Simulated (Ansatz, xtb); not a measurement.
## Two isomers of C5H3NOSe

Structure X is `N#Cc1cc[se]c1O`, a singlet and structure Y is `N#Cc1c[se]c(O)c1`, a singlet. Both are isolated molecules in the gas phase, relaxed with PBE0-D3(BJ)/def2-SVP; the shapes shown needn't be the lowest conformers.

X (Å):

```yaml
atoms:
  - { symbol: C, position_ang: [0.9525, 1.5248, 0.0846] }
  - { symbol: C, position_ang: [0.7610, 0.1382, 0.3192] }
  - { symbol: C, position_ang: [1.7599, -0.8924, 0.2248] }
  - { symbol: C, position_ang: [1.3109, -2.1428, 0.5016] }
  - { symbol: C, position_ang: [-0.4949, -0.3200, 0.6777] }
  - { symbol: N, position_ang: [1.0233, 2.6720, -0.0888] }
  - { symbol: O, position_ang: [-1.6087, 0.3795, 0.8444] }
  - { symbol: Se, position_ang: [-0.5070, -2.1635, 0.9326] }
  - { symbol: H, position_ang: [2.7931, -0.6741, -0.0486] }
  - { symbol: H, position_ang: [1.8831, -3.0689, 0.4934] }
  - { symbol: H, position_ang: [-1.4299, 1.3174, 0.6730] }
```

Y (Å):

```xyz
11

C    -0.4769    1.5043    1.4905
C     0.3362    0.4578    0.9587
C     1.6298    0.2663    1.3762
C     0.7815   -1.3859   -0.4210
C    -0.1410   -0.4565   -0.0392
N    -1.1406    2.3534    1.9189
O     0.5670   -2.3375   -1.3361
Se    2.4107   -1.1638    0.5002
H     2.1754    0.8448    2.1189
H     1.3392   -2.9003   -1.4501
H    -1.1452   -0.4222   -0.4605
```

Energies in hartree; the thermal terms are from GFN2-xTB frequencies at re-optimised GFN2-xTB minima (ideal gas, soft modes damped towards free rotors, one conformer each, 298.15 K, 1 atm) and include the zero-point energy:

```
                               X            Y
E, CCSD(T)/def2-SVP  −2720.936346  −2720.930002
    E, MP2/def2-SVP  −2720.866906  −2720.861358
  E, MP2/def2-TZVPP  −2721.791489  −2721.786742
  zero-point energy      0.065718      0.065250
       H(298 K) − E      0.074278      0.074048
       G(298 K) − E      0.032758      0.031979
```

Question: Correct the CCSD(T) difference for the basis set by the MP2 change, then work out ΔE, ΔE₀, ΔH and ΔG for X → Y in kcal/mol (1 Eh = 627.51 kcal/mol) and the equilibrium ratio [Y]/[X].

Answer: 1. Differences Y − X: CCSD(T) +0.006344, MP2 in the small set +0.005548, MP2 in the large set +0.004747 Eh.
2. ΔE = +0.006344 + (+0.004747 − (+0.005548)) = +0.005543 Eh = +3.48 kcal/mol.
3. ΔE₀ = ΔE + ΔZPE = +0.005543 + (−0.000468) Eh = +3.18 kcal/mol.
4. ΔH = ΔE + (−0.000230) Eh = +3.33 kcal/mol.
5. ΔG = ΔE + (−0.000779) Eh = +2.99 kcal/mol, so ΔS = (ΔH − ΔG)/T = +4.8 J/(mol K).
6. kT = 0.9442 mEh, so K = [Y]/[X] = exp(−ΔG/kT) = exp(−5.05) ≈ 0.0064.

Structure X is favoured at this temperature. An error of 1 kcal/mol in ΔG would change K by a factor of 5.4. Mirror images and further conformers aren't counted.

As drawn, both hold the same kinds of bond in the same numbers.

Other levels gave ΔE = +2.7 (GFN2-xTB); +5.1 (HF/STO-3G, GFN2-xTB geometries); +4.3 (r2SCAN-D4/def2-SVP, GFN2-xTB geometries); +4.8 (PBE0-D3(BJ)/def2-SVP); +5.0 (HF/def2-SVP); +3.5 (MP2/def2-SVP); +4.0 (CCSD(T)/def2-SVP) kcal/mol. The correlated steps freeze 16 core orbitals; the filled d shell of Se is correlated, in a basis made for valence electrons. Programs: Ansatz 0.2.0, xtb 6.7.1.
